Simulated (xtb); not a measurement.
dimethylamine (C₂H₇N), singlet, at a GFN2-xTB geometry. Base run: GFN2-xTB (xtb).

Here is a job for xtb.
```
$ xtb mol.xyz --gfn 2 --json

# file mol.xyz
10

C     -0.03569820    -0.19812946     1.20885066
N     -0.01154258     0.58084668    -0.01145657
C     -0.03127914    -0.24555833    -1.20023843
H      0.79495153    -0.91719079     1.28867119
H      0.00160531     0.47631350     2.06242479
H     -0.97233828    -0.75537051     1.24598034
H      0.81745163     1.16872016    -0.02150966
H      0.79960582    -0.96714418    -1.24864846
H      0.00920307     0.39476842    -2.07955436
H     -0.96781698    -0.80389660    -1.21884120
```

Variants of this job, named by their change:

```tsv
change	ΔE vs base (kcal/mol)	HOMO-LUMO gap (eV)	dipole (D)	SCF cycles
base	0.000	11.21	1.18	8
etemp = 5000	0.000	11.21	1.18	8
etemp = 3000	0.000	11.21	1.18	8
acc = 30	0.000	11.21	1.18	7
file = coord	0.000	11.21	1.18	8
alpb = ch2cl2	?	?	?	9
acc = 1000	0.002	11.21	1.18	4
```

Question: Complete the blanks.

Answer: 
- alpb = ch2cl2, ΔE vs base (kcal/mol): -2.89
- alpb = ch2cl2, HOMO-LUMO gap (eV): 11.22
- alpb = ch2cl2, dipole (D): 1.19

ALPB and GBSA are two models with their own fitted parameters for each solvent, which aren't always the measured dielectric constant.
